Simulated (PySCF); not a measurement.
Simulated C 1s region for trifluoroacetic acid (`O=C(O)C(F)(F)F`), binding energy against the vacuum level.

Every computed line was given a Gaussian of 0.5 eV full width at half maximum and an area set by the number of equivalent atoms; the highest printed point is 100. Computed, not measured: delta-SCF UKS SCAN, pcX-2 on the ionised atom, pcseg-1 elsewhere, spin-free X2C in PySCF.

(binding energy (eV), intensity): (295.7, 1), (295.8, 3), (295.9, 9), (296.0, 22), (296.1, 45), (296.2, 74), (296.3, 96), (296.4, 100), (296.5, 83), (296.6, 56), (296.7, 30), (296.8, 13), (296.9, 4), (297.0, 1), (297.1, 0), (297.2, 0), (297.3, 0), (297.4, 0), (297.5, 0), (297.6, 0), (297.7, 0), (297.8, 0), (297.9, 0), (298.0, 0), (298.1, 0), (298.2, 0), (298.3, 0), (298.4, 0), (298.5, 1), (298.6, 3), (298.7, 9), (298.8, 22), (298.9, 45), (299.0, 73), (299.1, 95), (299.2, 100), (299.3, 84), (299.4, 57), (299.5, 30), (299.6, 13), (299.7, 5), (299.8, 1), (299.9, 0)

Task: How many maxima does the curve show, and how many computed lines lie under it?

Result: The curve has 2 maxima (at 296.4 and 299.2 eV). Under it lie 2 lines from 2 inequivalent carbon sites.

Task: Decompose the envelope and assign each component. Numbering: `[O:1]=[C:2]([OH:3])[C:4]([F:5])([F:6])[F:7]`.

Result: 
```tsv
position (eV)	relative area	line	atoms	environment
296.37	1	C 1s	C2	carboxylic acid carbon
299.17	1	C 1s	C4	CF3 carbon
```

Task: What are the centre and the root-mean-square width of the whole band?

Result: The area-weighted mean of the lines is 297.77 eV. Their own spread about it is 1.40 eV (rms) and each Gaussian has σ = 0.5/2.355 = 0.21 eV; the variances add, which gives 1.42 eV.

Task: Above which line width would these two lines show one maximum?

Result: Two equal Gaussians merge once their distance is under 2σ = FWHM/1.177. With 2.80 eV between them that is a full width over 3.30 eV.

Lowest listed C 1s: C2, bonded to O (double bond), O and C. Highest, 2.80 eV above it: C4, bonded to 3 F and C. Summing the Pauling electronegativity differences to the bonded atoms, each weighted by its formal bond order, gives +2.67 for the lowest site and +4.29 for the highest.

No satellites, vibrations or lifetime broadening are included. The structure is a single PBE0-D3(BJ)/def2-SVP conformer in the gas phase; no vibrational or solvent corrections.

Time: 29 s wall. Hardware: one thread of an x86-64 server, on a shared host.

Shape of the structure used: `[O:1]=[C:2]([OH:3])[C:4]([F:5])([F:6])[F:7]`: O1–C2–C4–F5 -6°, H–O3–C2–O1 0°.
